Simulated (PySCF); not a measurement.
**Where the electron goes**

Compound: C6H9N.
Numbering: `[CH2:1]=[CH:2]/[CH:3]=[CH:4]\[CH:5]=[N:6]\[CH3:7]` (hydrogens: H8, H9 on C1; H10 on C2; H11 on C3; H12 on C4; H13 on C5; H14, H15, H16 on C7)

Theory: PySCF 2.14.0, density-fitted response routines, TDDFT PBE0/def2-SVPD, vertical, gas phase, core orbitals frozen in the response. The structure is a single GFN2-xTB conformer in the gas phase; no vibrational or solvent corrections. Torsions of this conformer, `[CH2:1]=[CH:2]/[CH:3]=[CH:4]\[CH:5]=[N:6]\[CH3:7]`: C1–C2–C3–C4 180°, C3–C4–C5–N6 0°.

Frontier orbitals with the atoms that hold most of them (Löwdin shares over 4%, at most four atoms; ? is withheld):

```json
{"orbital": "HOMO-3", "ε (eV)": "-9.75", "atoms": "C2 20%, C3 17%, C1 11%, H10 8%"}
{"orbital": "HOMO-2", "ε (eV)": "-8.59", "atoms": "C2 22%, N6 16%, C1 16%, C5 14%"}
{"orbital": "HOMO-1", "ε (eV)": "-7.11", "atoms": "?"}
{"orbital": "HOMO", "ε (eV)": "-6.57", "atoms": "C4 21%, C1 19%, C3 17%, N6 13%"}
{"orbital": "LUMO", "ε (eV)": "-1.80", "atoms": "?"}
{"orbital": "LUMO+1", "ε (eV)": "0.80", "atoms": "C2 23%, C1 18%, C5 14%, N6 13%"}
{"orbital": "LUMO+2", "ε (eV)": "0.94", "atoms": "C7 21%, C5 13%, C4 11%, H13 9%"}
```

Give the leading atoms of the LUMO.

C1 (bonded to C and 2 H) 17%; C3 (bonded to 2 C and H) 16%; C4 (bonded to 2 C and H) 16%; N6 (bonded to 2 C) 16%. By element: carbon 49% or more, nitrogen 16%.

Give the leading atoms of the HOMO-1.

N6 (bonded to 2 C) 55%; C5 (bonded to C, N and H) 11%; C7 (bonded to N and 3 H) 10%; H13 (bonded to C) 6%. By element: nitrogen 55%, carbon 21% or more, hydrogen 6% or more.

How does S1 compare with the orbital gap of 4.77 eV?

S1 is at 3.78 eV (f = 0.0002), 0.99 eV below the gap, made of HOMO-1→LUMO (98%). Its leading pair isn't HOMO and LUMO; the energies of that pair differ by 5.31 eV. 

One configuration dominates each of S1, S2 and S3. Which, and how do the shares of the two leading atoms of either orbital change from the occupied to the empty one?

- S1 (3.78 eV, f 0.0002), HOMO-1→LUMO (98%): N6 55% → 16%, C5 11% → at most 16%, C1 at most 6% → 17%, C3 at most 6% → 16%
- S2 (4.49 eV, f 0.525), HOMO→LUMO (98%): C4 21% → 16%, C1 19% → 17%, C3 17% → 16%
- S3 (5.86 eV, f 0.016), HOMO-2→LUMO (71%): C2 22% → at most 16%, N6 16% → 16%, C1 16% → 17%, C3 at most 15% → 16%
